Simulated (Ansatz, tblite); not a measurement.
Forces on Si3O4⁻ at its r2SCAN-D4/def2-SVPD geometry. Total charge -1; doublet.

The xTB rows come from tblite. At PBE-D4/def2-TZVPD the highest occupied level of the charge -1 doublet lies above zero (up to 0.78 eV). The electron is either unbound and held by the finite basis, or the level is raised by self-interaction error. The structure comes from a short search, and lower isomers may exist.

GFN1-xTB (tblite), largest force 1.23 eV/Å:

```xyz
7
positions Å, forces eV/Å
Si   -0.954    0.303    0.765   -0.803    0.252    0.638
Si    1.135    1.186   -1.372    0.084   -0.388    0.041
Si    0.997   -1.862   -0.337    0.116    0.324   -0.201
O     1.473   -0.467   -1.181   -0.231    0.074    0.186
O    -0.205    1.361   -0.222   -0.079   -0.588    0.247
O    -2.126    0.673    1.702    0.937   -0.296   -0.747
O    -0.321   -1.193    0.644   -0.024    0.621   -0.163
```

GFN2-xTB (tblite), largest force 1.65 eV/Å:

```
Si 0.260 -0.085 -0.214
Si -0.019 -1.386 0.432
Si 0.104 1.359 -0.500
O -0.389 0.123 0.311
O -0.653 -0.845 0.838
O 1.255 -0.396 -1.002
O -0.558 1.230 0.134
```

PBE-D4/def2-TZVPD (Ansatz), largest force 0.42 eV/Å:

```
Si 0.092 -0.031 -0.079
Si -0.157 -0.315 0.236
Si -0.125 0.404 -0.009
O -0.009 0.003 0.007
O 0.028 -0.035 -0.013
O 0.141 -0.044 -0.110
O 0.031 0.018 -0.031
```
